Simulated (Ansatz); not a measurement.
`[GaH2][CH]1BO1` + H₂S → `SC1BO1` + `[GaH3]`  (substitution at a C–Ga bond)

Computed with Ansatz on PBE0-D4/def2-TZVP structures; ΔE is electronic, products minus reactants. CCSD(T)/CBS is the MP2 limit (def2-TZVPP, def2-QZVPP) plus CCSD(T) − MP2 in def2-TZVPP, frozen cores. This one scheme is used for every species. Functionals use def2-TZVPP. B3LYP here is the variant with VWN-RPA as its local correlation; programs differ in this. For Ga outer-core shells are correlated without core-valence functions, which leaves a few kJ/mol of doubt a bond. Scalar relativity is left out up to krypton. One conformer a species, not always the lowest.

`[GaH2][CH]1BO1`:

```xyz
8

Ga   -0.259   -0.873   -1.221
C     0.332    0.543   -0.015
B    -0.101    0.659    1.438
O     1.089    0.117    1.252
H    -0.257   -2.355   -0.714
H    -0.778   -0.473   -2.646
H     0.780    1.442   -0.441
H    -0.806    0.940    2.347
```

H₂S:

Z-matrix (Å, degrees):
```
S
H 1 1.341
H 1 1.341 2 92.3
```

`SC1BO1`:

```xyz
7

S     1.821   -0.035    0.129
C     0.153   -0.594    0.046
B    -1.070    0.280   -0.119
O    -0.801   -0.104    1.120
H     1.648    1.165   -0.447
H     0.104   -1.674   -0.044
H    -1.855    0.962   -0.684
```

`[GaH3]`:

Z-matrix (Å, degrees):
```
Ga
H 1 1.568
H 1 1.568 2 120.0
H 1 1.568 2 120.0 3 -179.9
```

| level | ΔE (kJ/mol) |
| --- | --- |
| r2SCANh-D4 | 33.0 |
| B3LYP | 32.9 |
| BHLYP | 33.5 |
| HF/CBS(def2) | 32.5 |

(1) What does CCSD(T)/CBS give? (Estimate.)

Largest T1 diagnostic among the species: 0.016.

Results:

(1) Computed: +41.2 kJ/mol. The listed levels differ from it by -8.2, -8.3, -7.7, -8.7 kJ/mol.

In def2-TZVPP, CCSD(T) changes the Hartree–Fock value by +6.4 kJ/mol (the triples alone add −0.9 kJ/mol) and MP2 by +5.7 kJ/mol. At CCSD(T), def2-SVP lies −6.0 kJ/mol from the extrapolated value and def2-TZVPP −1.5 kJ/mol. Leaving LDA and LC-ωPBE aside and taking each functional with its dispersion term where it has one, the values, not all of them listed here, spread over 8.2 kJ/mol, from B97M-V to B2PLYP.
